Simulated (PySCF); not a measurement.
From a log to its input

A PySCF 2.14 run on the atoms Na 0 0 0; Sr 0 0 2.957 (angstrom) printed this (some set-up lines and the per-cycle HOMO/LUMO lines with their warnings removed):

```
PySCF version 2.14.0


nuclear repulsion = 1.78957460574907
number of shells = 9
number of NR pGTOs = 35
number of NR cGTOs = 20
basis = lanl2dz
ecp = {'Na': 'lanl2dz', 'Sr': 'lanl2dz'}

******** <class 'pyscf.scf.uhf.UHF'> ********
method = UHF
initial guess = minao
damping factor = 0
level_shift factor = 0
DIIS = <class 'pyscf.scf.diis.CDIIS'>
SCF conv_tol = 1e-09
SCF max_cycles = 50
number electrons alpha = 7  beta = 4
init E= -32.4143235848122

cycle= 1 E= -29.9412645226176  delta_E= 2.47  |g|= 0.375  |ddm|=  7.3

cycle= 2 E= -30.1998432306532  delta_E= -0.259  |g|= 0.055  |ddm|= 7.17
cycle= 3 E= -30.2099293994947  delta_E= -0.0101  |g|= 0.0146  |ddm|= 0.865
cycle= 4 E= -30.2111912669615  delta_E= -0.00126  |g|= 0.00378  |ddm|= 0.471
cycle= 5 E= -30.2112835787719  delta_E= -9.23e-05  |g|= 0.000486  |ddm|= 0.184
cycle= 6 E= -30.211285168746  delta_E= -1.59e-06  |g|= 0.000141  |ddm|= 0.0181
cycle= 7 E= -30.2112853398195  delta_E= -1.71e-07  |g|= 3.51e-05  |ddm|= 0.00506
cycle= 8 E= -30.2112853533785  delta_E= -1.36e-08  |g|= 1.74e-05  |ddm|= 0.000793
cycle= 9 E= -30.2112853579699  delta_E= -4.59e-09  |g|= 9.97e-06  |ddm|= 0.000318
cycle= 10 E= -30.2112853599706  delta_E= -2e-09  |g|= 2.28e-06  |ddm|= 0.000491
cycle= 11 E= -30.211285360045  delta_E= -7.44e-11  |g|= 3.65e-07  |ddm|= 0.00015
Extra cycle  E= -30.2112853600457  delta_E= -7.82e-13  |g|= 1.95e-07  |ddm|= 1.07e-05
converged SCF energy = -30.2112853600457  <S^2> = 3.7501671  2S+1 = 4.0000835

******** <class 'pyscf.mp.ump2.UMP2'> ********
nocc = (np.int64(7), np.int64(4)), nmo = (20, 20)
E(UMP2) = -30.2145254034254  E_corr = -0.00324004337962205
E(SCS-UMP2) = -30.2131712662528  E_corr = -0.00188590620700896
E_corr(same-spin) = -0.00231016828677404
E_corr(oppo-spin) = -0.000929875092848009
Dipole moment(X, Y, Z, Debye):  0.00000, -0.00000, -1.85379
orbital energies (hartree): [array([-0.2896, -0.1729, -0.151 , -0.0133,  0.0127,  0.0234]), array([-1.126 , -1.126 , -1.1196, -0.0113,  0.0224,  0.0264])]
```

**Question.** Write the input that gave this log.

**Answer.** The input was:

```python
from pyscf import gto, scf, mp

mol = gto.M(
    atom='Na 0 0 0; Sr 0 0 2.957',
    basis='lanl2dz',
    ecp={'Na': 'lanl2dz', 'Sr': 'lanl2dz'},
    charge=0,
    spin=3,
    verbose=4,
)
mf = scf.UHF(mol)
mf.kernel()
mp.MP2(mf).kernel()
mf.dip_moment()
print('orbital energies (hartree):', [e[max(0, n-3):n+3].round(4) for e, n in zip(mf.mo_energy, mol.nelec)])
```

The bond length is a typed value, not an optimised one. No search for the lowest solution was made.
